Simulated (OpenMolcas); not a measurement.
# Sb IV: effect of the active space

```yaml
Program: OpenMolcas
Method: MS-CASPT2 or its RAS form, IPEA 0.25 Eh, imaginary shift 0.1 Eh
Basis: ANO-RCC-VTZP
Scalar_Hamiltonian: DKH2, point nucleus
Spin-orbit_coupling: RASSI with atomic mean-field integrals over the reference wave functions, term energies averaged over their components
```

A. 2 electrons in 4 orbitals (5s 5p); 2S+1 = 3 even, 3 roots; 2S+1 = 1 even, 7 roots; 2S+1 = 3 odd, 3 roots; 2S+1 = 1 odd, 3 roots; closed shells correlated: 4d; CASPT2 step roughly 4 core-seconds
B. 2 electrons in 8 orbitals (5s 5p 6s 6p); 2S+1 = 3 even, 3 roots; 2S+1 = 1 even, 7 roots; 2S+1 = 3 odd, 3 roots; 2S+1 = 1 odd, 3 roots; closed shells correlated: 4d; CASPT2 step roughly 6 core-seconds
C. 2 electrons in 9 orbitals (RAS2 5s 5p; RAS3 5d, at most 2 electrons); 2S+1 = 3 even, 3 roots; 2S+1 = 1 even, 7 roots; 2S+1 = 3 odd, 3 roots; 2S+1 = 1 odd, 3 roots; closed shells correlated: 4d; CASPT2 step about 9 core-seconds

Energies in cm-1 above 5s2 1S0, the measured ground level; measured values from Moore, Atomic Energy Levels, vol. III, NSRDS-NBS 35 (1971 reprint of NBS Circular 467, 1958).

| Level | A | B | C | Measured |
| --- | --- | --- | --- | --- |
| 5s2 1S0 | 0.0 | 0.0 | 0.0 | 0.0 |
| 5s 5p 3P* 0 | 65250 | 65050 | 65570 |  |
| 5s 5p 3P* 1 | 67330 | 67130 | 67640 | 66700 |
| 5s 5p 3P* 2 | 72510 | 72310 | 72810 | 72560 |
| 5s 5p 1P* 1 | 95330 | 94910 | 95530 | 95952 |
| 5p2 3P0 | 153670 | 153950 | 153990 | 152076 |

Deviations, from unrounded energies. A percentage is the sum of absolute deviations over the sum of measured energies, with the sign that they share, or ± where signs differ.

```tsv
Against measurement	Levels	A	B	C
mean absolute deviation (cm-1)	4	730	900	880
other configurations (%)	4	±0.8	±0.9	±0.9
```

A lies closest to measurement on these levels and B furthest from it. The largest miss of A in the table is 5p2 3P0, by +1600 cm-1. The ranking rests on the paired levels alone, and a cruder setting can come out closer through cancelling errors.

Among A to C the level of the table that moves most is 5s 5p 1P* 1, by 630 cm-1 (lowest in B, highest in C). Moves below CASPT2's spread within the term are not significant.

CASPT2 does not keep the components of a term degenerate, so their means are used; among the terms shown or strongly mixed into the levels shown the widest spread is 23 cm-1 (5p2 3P, B). Over all roots computed the reference weight is 0.89 to 0.95 in A, 0.88 to 0.95 in B; the roots of lowest weight are the least certain, and an intruder state may touch them. The ¹D term of p² mixes with s d, which this space lacks (holds for A; B). Active for correlation alone: 6p 6s; no level in the range computed is led by a configuration that fills them, so any true level of that kind is missing (holds for B). Active for correlation alone: 5d; no level in the range computed is led by a configuration that fills it, so any true level of that kind is missing (holds for C). Computed and measured levels are paired by configuration, term and J; levels that our copy of the source lacks, or whose pairing is in doubt (as where it misses far off the trend of its configuration), stay unpaired and out of the deviations. Levels of configurations outside the active space are missing. Levels that lie high or do not pair safely by name in every column are left out.

* marks odd parity.
